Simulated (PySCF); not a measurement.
## What settings do to a single point of PbCl2(NH3)

The sound run of PbCl2(NH3) (singlet) uses PySCF 2.14.0, RKS PBE, Pb def2-SVP with ECP60, Cl def2-SVP, N def2-SVP, H def2-SVP; non-relativistic Hamiltonian with scalar-relativistic core potentials where named; density fitting; no spin-orbit coupling, grid (50, 194), threshold 1e-8 Eh and 55 cycles, at the relaxed geometry:

```xyz
7

Pb   -0.0036   -0.0062    1.1372
Cl    1.8082   -0.8146   -0.4809
Cl   -1.6096    1.1587   -0.4809
N    -1.1635   -2.0152    0.1375
H    -1.6175   -2.8015    0.6196
H    -1.8494   -1.5338   -0.4662
H    -0.4037   -2.3685   -0.4662
```

There Pb1 has a Mulliken charge of 0.57 e and the dipole about the centre of mass is 5.37 D. Each run below changes one thing and starts from free metal ions and neutral atoms unless it says otherwise; with 55 cycles, smearing, a level shift and second-order steps follow where DIIS fails, and their cycles count. Energy shifts count from the sound run.

```
                                               change    outcome  cycles  energy shift (eV)  largest force component (eV/Å)  charge on Pb1 (e)  dipole about the centre of mass (D)
                                       grid (99, 590)  converged      12             0.0019                            0.01               0.57                                 5.37
start from the bare core Hamiltonian, limit 97 cycles  converged      13             0.0000                            0.01               0.57                                 5.37
     charge changed by +1, spin kept, limit 87 cycles    refused       –                  –                               –                  –                                    –
```

Problem. How does the run with this change end: all coordinates × 1.05?

Solution. outcome converged, cycles 13, energy shift (eV) 0.33, largest force component (eV/Å) 1.49, charge on Pb1 (e) 0.60, dipole about the centre of mass (D) 5.81.

Forces carry noise of the integration grid, about 0.01 to 0.03 eV/Å.
